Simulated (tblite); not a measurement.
Input of a run (GFN2-xTB geometry optimisation, gas phase (tblite 0.8.0)), started from a force field or distance geometry:
```
{"job": {"kind": "relax", "xc": "GFN2-xTB", "basis": "xTB"}, "charge": 0, "multiplicity": 2}
C     -2.551300     0.091900     0.385600
Si    -1.456400    -1.306500    -0.183100
C      0.180000    -0.495300    -0.650900
C      0.778800    -0.028600     0.652900
F      0.963300    -1.148100     1.451000
Si     2.388000     0.853100     0.452000
H     -3.534100    -0.256600     0.714000
H     -2.051800     0.590000     1.266300
H     -2.675400     0.841800    -0.433200
H     -1.178200    -2.186400     1.003600
H      0.777100    -1.280600    -1.134400
H     -0.051400     0.365600    -1.294300
H      0.054900     0.679100     1.113900
H      3.446000    -0.138400     0.290200
H      2.597800     1.733900     1.644900
H      2.305100     1.694100    -0.754600
```

Output (eV, eV/Å):
```
step      E/eV     max force
  0    -533.89673    2.019
  1    -534.04212    0.838
  2    -534.12074    0.528
  3    -534.15357    0.486
  4    -534.18628    0.404
  5    -534.20014    0.306
  6    -534.21337    0.261
  7    -534.22254    0.276
  8    -534.23230    0.280
  9    -534.24093    0.239
 10    -534.24786    0.187
 11    -534.25375    0.183
 12    -534.26005    0.204
 13    -534.26713    0.261
 14    -534.27421    0.260
 15    -534.27989    0.170
 16    -534.28427    0.186
 17    -534.28793    0.152
 18    -534.29102    0.147
 19    -534.29378    0.136
 20    -534.29626    0.135
 21    -534.29831    0.095
 22    -534.29992    0.090
 23    -534.30106    0.086
 24    -534.30207    0.104
 25    -534.30339    0.119
 26    -534.30521    0.134
 27    -534.30733    0.127
 28    -534.30922    0.140
 29    -534.31066    0.113
 30    -534.31182    0.113
 31    -534.31296    0.120
 32    -534.31396    0.072
 33    -534.31469    0.063
 34    -534.31532    0.077
 35    -534.31610    0.113
 36    -534.31714    0.112
 37    -534.31820    0.080
 38    -534.31892    0.061
 39    -534.31929    0.058
 40    -534.31957    0.062
 41    -534.31986    0.046
 42    -534.32018    0.054
 43    -534.32056    0.056
 44    -534.32105    0.089
 45    -534.32173    0.102
 46    -534.32260    0.100
 47    -534.32353    0.085
 48    -534.32433    0.069
 49    -534.32498    0.057
 50    -534.32556    0.061
 51    -534.32616    0.064
 52    -534.32691    0.090
 53    -534.32796    0.107
 54    -534.32929    0.089
 55    -534.33062    0.072
 56    -534.33161    0.068
 57    -534.33230    0.084
 58    -534.33299    0.089
 59    -534.33375    0.072
 60    -534.33435    0.055
 61    -534.33471    0.057
 62    -534.33495    0.045
 63    -534.33519    0.038
 64    -534.33563    0.032
 65    -534.33586    0.035
 66    -534.33609    0.031
 67    -534.33624    0.028
 68    -534.33640    0.030
 69    -534.33655    0.025
 70    -534.33667    0.022
 71    -534.33677    0.023
 72    -534.33685    0.025
 73    -534.33696    0.028
 74    -534.33709    0.026
 75    -534.33724    0.024
 76    -534.33737    0.027
 77    -534.33748    0.025
 78    -534.33760    0.027
 79    -534.33772    0.037
 80    -534.33783    0.032
 81    -534.33791    0.021
 82    -534.33796    0.018
 83    -534.33800    0.014
 84    -534.33803    0.015
 85    -534.33807    0.015
 86    -534.33811    0.013
 87    -534.33813    0.008
```

Task: Summarise the run.

Result: The energy falls by 42.6 kJ/mol over 87 L-BFGS steps, the largest force on an atom goes from 2.02 to 0.008 eV/Å, and the atoms move by 0.324 Å rms after alignment. The bond that changes most is C4–Si6 (ends: carbon bonded to C, F, Si and H; silicon bonded to C and 3 H), which lengthens by 0.076 Å. Bonds longer at the end by more than 0.005 Å: 5 of 15; shorter: 9. Among the angles that change most is H11–C3–H12, from 114.6° to 107.1°. Among the dihedrals that turn most is F5–C4–Si6–H15, from -83° to -55°. The energy never rose by more than 1e-5 eV on the way. The first step brought 33 % of the lowering.

Task: What are the final bond lengths?

Result: C1–Si2 1.901 Å, Si2–C3 1.910 Å, C3–C4 1.525 Å, C4–F5 1.397 Å, C4–Si6 1.922 Å, C1–H7 1.086 Å, C1–H8 1.089 Å, C1–H9 1.087 Å, Si2–H10 1.462 Å, C3–H11 1.090 Å, C3–H12 1.090 Å, C4–H13 1.097 Å, Si6–H14 1.461 Å, Si6–H15 1.460 Å, Si6–H16 1.464 Å. Numbering counts from 1 in the input's order; the species is `C[SiH]C[C@@H](F)[SiH3]` [radical].

The run took 0.44 s wall on one thread, Arm Neoverse V2 (aarch64), no GPU, shared host with 32 logical CPUs at a one-minute load of 17.

Its GFN2-xTB frequencies are all real (lowest 28 cm⁻¹). 3 starts were optimised and ended at 0.00, 0.71 and 1.04 kcal/mol (GFN2-xTB); the lowest of these is shown.

One conformer stands for the species.

The numbers are calculated, not measured.
